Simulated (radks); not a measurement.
Results of a calculation; reference values are marked as such.
Effect of the nuclear size on the osmium ion Os12+, [Kr] 4d10 4f14 5s2 5p2. Level of theory: Dirac Kohn-Sham, exchange-only LDA, spin-unpolarised, spherical densities, finite nucleus; open shells are shared between the two j in proportion to 2j + 1; Fermi nuclear charge, rms radius 5.4126 fm (a radial shooting solver on a logarithmic mesh with Libxc functionals). The rms radius is varied about that value; shifts are against it.

[
 {"rms radius (fm)": "4.6657", "total energy shift (eV)": "-18.7", "density at nucleus (e/bohr^3)": "1.762e+06", "1s1/2 shift (meV)": "-7530", "2s1/2 shift (meV)": "-1080", "4p1/2 shift (meV)": "-0.273", "5s1/2 shift (meV)": "-12.9", "5p1/2 shift (meV)": "0.313", "5p3/2 shift (meV)": "1.10", "6s1/2 (empty) shift (meV)": "-4.54"},
 {"rms radius (fm)": "5.1203", "total energy shift (eV)": "-7.51", "density at nucleus (e/bohr^3)": "1.703e+06", "1s1/2 shift (meV)": "-3030", "2s1/2 shift (meV)": "-435", "4p1/2 shift (meV)": "-0.111", "5s1/2 shift (meV)": "-5.20", "5p1/2 shift (meV)": "0.126", "5p3/2 shift (meV)": "0.444", "6s1/2 (empty) shift (meV)": "-1.83"},
 {"rms radius (fm)": "5.4126", "total energy shift (eV)": "0", "density at nucleus (e/bohr^3)": "1.669e+06", "1s1/2 shift (meV)": "0.000", "2s1/2 shift (meV)": "0.000", "4p1/2 shift (meV)": "0.000", "5s1/2 shift (meV)": "0.000", "5p1/2 shift (meV)": "0.000", "5p3/2 shift (meV)": "0.000", "6s1/2 (empty) shift (meV)": "0.000"},
 {"rms radius (fm)": "5.8185", "total energy shift (eV)": "10.9", "density at nucleus (e/bohr^3)": "1.625e+06", "1s1/2 shift (meV)": "4390", "2s1/2 shift (meV)": "629", "4p1/2 shift (meV)": "0.164", "5s1/2 shift (meV)": "7.52", "5p1/2 shift (meV)": "-0.181", "5p3/2 shift (meV)": "-0.642", "6s1/2 (empty) shift (meV)": "2.64"},
 {"rms radius (fm)": "6.7495", "total energy shift (eV)": "37.6", "density at nucleus (e/bohr^3)": "1.538e+06", "1s1/2 shift (meV)": "15200", "2s1/2 shift (meV)": "2180", "4p1/2 shift (meV)": "0.583", "5s1/2 shift (meV)": "26.0", "5p1/2 shift (meV)": "-0.625", "5p3/2 shift (meV)": "-2.22", "6s1/2 (empty) shift (meV)": "9.15"}
]

Slopes of the eigenvalues against <r^2> in GHz/fm^2, as finite differences over the two radii next to the reference (eigenvalue slopes, not the field-shift constants of lines): 1s1/2 235000, 2s1/2 33700, 4p1/2 8.71, 5s1/2 403, 5p1/2 -9.72, 5p3/2 -34.4, 6s1/2 (empty) 142.
